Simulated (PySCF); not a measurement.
Predicted microwave data (PBE0-D3(BJ)/def2-SVP geometry optimisation, gas phase, def2 core potentials past Kr (PySCF)) for one isomer of C2H8AlOSb:

```
Rotational constants : A = 3094, B = 1325, C = 990.2 MHz
Dipole components    : |μa| = 0.46 D, |μb| = 0.40 D, |μc| = 0.73 D
Inertial defect      : -34.41 u·Å²
κ                    : -0.68
```

Problem. Which candidate fits, each taken in the one conformer that was computed?
A. `[CH3:1][O:2][AlH:3][CH2:4][SbH2:5]` with C1–O2–Al3–C4 -171°, O2–Al3–C4–Sb5 94°, Al3–C4–Sb5–H 19° and -71°
B. `[CH3:1][CH2:2][O:3][AlH:4][SbH2:5]` with C1–C2–O3–Al4 102°, C2–O3–Al4–Sb5 6°, O3–Al4–Sb5–H -42° and -133°
C. `[O:1]=[CH:2][CH2:3][AlH2-:4][SbH3+:5]` with O1–C2–C3–Al4 67°, C2–C3–Al4–Sb5 -53°

Solution. C. It is O=C[CH2][AlH2-][SbH3+], an asymmetric top, point group C1. The candidates at the same level (rigid rotor, commonest isotopes):

```tsv
SMILES	A (MHz)	B (MHz)	C (MHz)	μa (D)	μb (D)	μc (D)	Δ (u·Å²)	point group	rotor
C[O][AlH][CH2][SbH2]	5459	735.6	687.0	0.35	0.24	0.26	-44.05	C1	near-prolate asymmetric top
O=C[CH2][AlH2-][SbH3+]	3094	1325	990.2	0.46	0.40	0.73	-34.41	C1	asymmetric top
CC[O][AlH][SbH2]	4174	776.9	688.9	0.26	0.71	0.24	-37.95	C1	near-prolate asymmetric top
```

`CC[O][AlH][SbH2]` has B 41 % too low; `C[O][AlH][CH2][SbH2]` has A 76 % too high. No structure here is proved a minimum.
